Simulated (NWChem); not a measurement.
System: C3H4FNSi; SMILES C1=C[Si@H](F)N=C1

Parts of the log:

```
             Northwest Computational Chemistry Package (NWChem) 7.3.0
             --------------------------------------------------------

 C1  symmetry detected

                             Geometry "geometry" -> ""
                             -------------------------

 Output coordinates in angstroms (scale by  1.889725989 to convert to a.u.)

  No.       Tag          Charge          X              Y              Z
 ---- ---------------- ---------- -------------- -------------- --------------
    1 F                    9.0000     0.03021077    -1.99489189    -0.59261879
    2 Si                  14.0000     0.01131820    -0.76853961     0.44782956
    3 C                    6.0000     1.31032768     0.56300902     0.06165058
    4 C                    6.0000     0.63124184     1.67336986    -0.24294083
    5 C                    6.0000    -0.82223466     1.47446145    -0.22179183
    6 N                    7.0000    -1.29645845     0.33444848     0.08213396
    7 H                    1.0000    -0.01053201    -1.32649644     1.77857498
    8 H                    1.0000     2.38385949     0.51461161     0.10061621
    9 H                    1.0000     1.05167577     2.63270032    -0.50161490
   10 H                    1.0000    -1.49615504     2.28658482    -0.47006630

 Effective nuclear repulsion energy (a.u.)     280.4888183937

                                Z-matrix (autoz)
                                --------

 Units are Angstrom for bonds and degrees for angles

[...]

      ----------------------
      Optimization converged
      ----------------------

  Step       Energy      Delta E   Gmax     Grms     Xrms     Xmax
  ---- ---------------- -------- -------- -------- -------- --------
@    9    -560.13143861 -1.6D-07  0.00007  0.00002  0.00032  0.00087
                                     ok       ok       ok       ok

                                Z-matrix (autoz)
                                --------

 Units are Angstrom for bonds and degrees for angles

[...]

 Rotational Constants
 --------------------
 A=   0.195514 cm-1  (  0.281295 K)
 B=   0.090571 cm-1  (  0.130308 K)
 C=   0.070085 cm-1  (  0.100834 K)

 Temperature                      =   298.15K
 frequency scaling parameter      =   1.0000

 Zero-Point correction to Energy  =   41.582 kcal/mol  (  0.066265 au)
 Thermal correction to Energy     =   45.077 kcal/mol  (  0.071834 au)
 Thermal correction to Enthalpy   =   45.669 kcal/mol  (  0.072778 au)

 Total Entropy                    =   75.507 cal/mol-K
   - Translational                =   39.730 cal/mol-K (mol. weight = 101.0097)
   - Rotational                   =   26.654 cal/mol-K (symmetry #  =        1)
   - Vibrational                  =    9.123 cal/mol-K

 Cv (constant volume heat capacity) =   20.327 cal/mol-K
   - Translational                  =    2.979 cal/mol-K
   - Rotational                     =    2.979 cal/mol-K
   - Vibrational                    =   14.368 cal/mol-K

[normal modes left out]

 ----------------------------------------------------------------------------
 Normal Eigenvalue ||           Projected Infra Red Intensities
  Mode   [cm**-1]  || [atomic units] [(debye/angs)**2] [(KM/mol)] [arbitrary]
 ------ ---------- || -------------- ----------------- ---------- -----------
    1       -0.000 ||    0.001593           0.037         1.553       0.525
    2       -0.000 ||    0.000090           0.002         0.088       0.030
    3       -0.000 ||    0.000933           0.022         0.909       0.307
    4        0.000 ||    0.001645           0.038         1.604       0.542
    5        0.000 ||    0.000718           0.017         0.700       0.237
    6        0.000 ||    0.000029           0.001         0.028       0.010
    7      139.843 ||    0.000997           0.023         0.972       0.328
    8      227.281 ||    0.004486           0.103         4.373       1.477
    9      401.480 ||    0.012011           0.277        11.709       3.956
   10      450.870 ||    0.004360           0.101         4.250       1.436
   11      512.055 ||    0.039941           0.921        38.936      13.153
   12      656.667 ||    0.010153           0.234         9.898       3.344
   13      713.797 ||    0.051702           1.193        50.402      17.026
   14      737.681 ||    0.018519           0.427        18.053       6.099
   15      758.650 ||    0.045149           1.042        44.013      14.868
   16      837.196 ||    0.036054           0.832        35.148      11.873
   17      874.350 ||    0.061263           1.413        59.722      20.175
   18      936.998 ||    0.215599           4.974       210.176      71.001
   19      957.051 ||    0.079666           1.838        77.662      26.236
   20      977.710 ||    0.017407           0.402        16.969       5.732
   21     1019.697 ||    0.000631           0.015         0.615       0.208
   22     1081.701 ||    0.025462           0.587        24.822       8.385
   23     1306.489 ||    0.013177           0.304        12.846       4.339
   24     1363.221 ||    0.018619           0.430        18.151       6.132
   25     1613.599 ||    0.036023           0.831        35.117      11.863
   26     1708.254 ||    0.047428           1.094        46.235      15.619
   27     2289.236 ||    0.109477           2.526       106.724      36.053
   28     3094.588 ||    0.047428           1.094        46.236      15.619
   29     3192.753 ||    0.010158           0.234         9.903       3.345
   30     3249.837 ||    0.000247           0.006         0.241       0.081
 ----------------------------------------------------------------------------
```

Level: PBE0/def2-SVP. 

**Question.** Reconstruct the input file.

**Answer.** One answer among several that fit: the input that was run:
```
start job
memory heap 200 mb stack 900 mb global 1100 mb
geometry units angstroms
  F      1.902437     0.159568    -0.659532
  Si     0.731531    -0.144384     0.400384
  C     -0.543937     1.257577     0.531793
  C     -1.704296     0.751419     0.102601
  C     -1.585413    -0.639632    -0.348453
  N     -0.459426    -1.227038    -0.285238
  H      1.354499    -0.608369     1.616651
  H     -0.434206     2.260541     0.903752
  H     -2.650788     1.266901     0.053376
  H     -2.445225    -1.169654    -0.742348
end
basis spherical
  * library def2-svp
end
dft
  xc pbe0
  iterations 150
end
driver
  maxiter 120
end
task dft optimize
task dft freq
```
